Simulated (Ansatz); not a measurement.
The cluster Li₂Al₃, relaxed as a doublet with UKS B3LYP-D4/def2-TZVP in Ansatz, starting from the GFN2-xTB geometry. Force threshold 0.02 eV/Å.

Another isomer (quartet) lies 0.07 eV lower at PBE0-D4/def2-TZVP; other spin states weren't run for this one.

Start:

```csv
atom,x (Å),y (Å),z (Å)
Al1,-2.2521,0.8200,1.4540
Al2,0.2587,1.3002,1.1300
Al3,-0.9667,-0.6090,-0.2704
Li4,2.0153,0.1665,-0.4958
Li5,0.9448,-1.6777,-1.8179
```

**Question.** Estimate the energy that the relaxation releases and the steps that it takes.

**Answer.** 0.98 eV, in 20 steps; 1.7 min on 2 threads of Arm Neoverse V1 on a shared host. No frequencies were taken in this run, so the end may be a saddle point.

**Question.** Does the start keep its bonding and symmetry?

**Answer.** Bonds lost: Li4–Li5 (atoms count from 1). Bonds formed: Al1–Li4 (atoms count from 1).

**Question.** Predict the relaxed structure.

**Answer.** 
Cartesian coordinates in Å:
```
Al -1.602 1.298 0.466
Al 0.284 0.459 1.897
Al 0.008 -0.813 -0.253
Li 1.083 1.930 -0.208
Li 0.227 -2.874 -1.901
```
Bond lengths (bridged metal pairs left out): 4 × Al–Li 2.65 to 2.95 Å; 3 × Al–Al 2.51 to 2.75 Å.
